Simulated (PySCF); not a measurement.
# Field gradients at the hydrogen positions

Compound: C₅H₆F₄Si.
Atom-mapped SMILES: `[F:1][CH2:2][C@@H:3]1[SiH2:4][C@@H:5]1[C:6]([F:7])=[C:8]([F:9])[F:10]` (hydrogens: H11, H12 on C2; H13 on C3; H14, H15 on Si4; H16 on C5)

Geometry (GFN2-xTB, Å), atoms numbered from 1 in this order:
```
atom  x, y, z in Å
F1    -1.8351   -2.4903   -0.7151
C2    -1.2534   -1.4465   -0.0327
C3    -0.5162   -0.5609   -1.0069
Si4    1.3324   -0.6860   -1.3492
C5     0.2758    0.6498   -0.4583
C6     0.4159    0.8368    0.9772
F7     0.8080   -0.2425    1.6981
C8     0.2634    1.9842    1.6363
F9     0.4748    2.1791    2.9345
F10   -0.1213    3.1159    1.0435
H11   -0.5991   -1.8963    0.7182
H12   -2.0701   -0.9054    0.4629
H13   -1.1722   -0.2819   -1.8262
H14    1.8068   -0.3160   -2.6675
H15    2.1304   -1.5185   -0.4745
H16    0.0523    1.5875   -0.9516
```

Level: PBE0/pcSseg-1 (PySCF, non-relativistic); Q(2H) = 0.00286 b; rigid geometry, the same for H and D, with no vibrational averaging.

**Question.** Rank these positions by the coupling χzz of a deuteron there, largest first.
A. H16 (methine hydrogen)
B. H11 (methylene hydrogen)
C. H14 (Si–H hydrogen)

**Answer.** A (216 kHz), B (192 kHz), C (117 kHz).

**Question.** What are Vzz, η and χzz (234.96 MHz × Q × Vzz) at all hydrogens?

**Answer.** 
```json
{"atom": "H11", "bonded to": "C2", "bond length (Å)": "1.093", "Vzz (au)": "0.2864", "η": "0.06", "χzz (kHz)": "192"}
{"atom": "H12", "bonded to": "C2", "bond length (Å)": "1.098", "Vzz (au)": "0.2826", "η": "0.07", "χzz (kHz)": "190"}
{"atom": "H13", "bonded to": "C3", "bond length (Å)": "1.086", "Vzz (au)": "0.3183", "η": "0.09", "χzz (kHz)": "214"}
{"atom": "H14", "bonded to": "Si4", "bond length (Å)": "1.449", "Vzz (au)": "0.1739", "η": "0.06", "χzz (kHz)": "117"}
{"atom": "H15", "bonded to": "Si4", "bond length (Å)": "1.447", "Vzz (au)": "0.1745", "η": "0.06", "χzz (kHz)": "117"}
{"atom": "H16", "bonded to": "C5", "bond length (Å)": "1.083", "Vzz (au)": "0.3220", "η": "0.11", "χzz (kHz)": "216"}
```

**Question.** Average by the element that carries the hydrogen.

**Answer.** on C: 203 kHz over 4 positions, mean bond length 1.090 Å; on Si: 117 kHz over 2 positions, mean bond length 1.448 Å.

**Question.** A static deuteron (I = 1) shows a doublet split by (3/2)χ, (3/4)χ(1 + η) and (3/4)χ(1 − η) with the field along z, y and x of the gradient. What are these for H12?

**Answer.** With |χ| = 189.9 kHz and η = 0.071: 285, 153 and 132 kHz, to first order and without motion.

One conformer (not necessarily the lowest) at the GFN2-xTB geometry, without solvent, vibrations or thermal averaging. GFN2-xTB bond lengths can be off by several hundredths of an ångström, more for odd bonds, and the gradients follow them. A larger basis could move these couplings by a tenth or more.
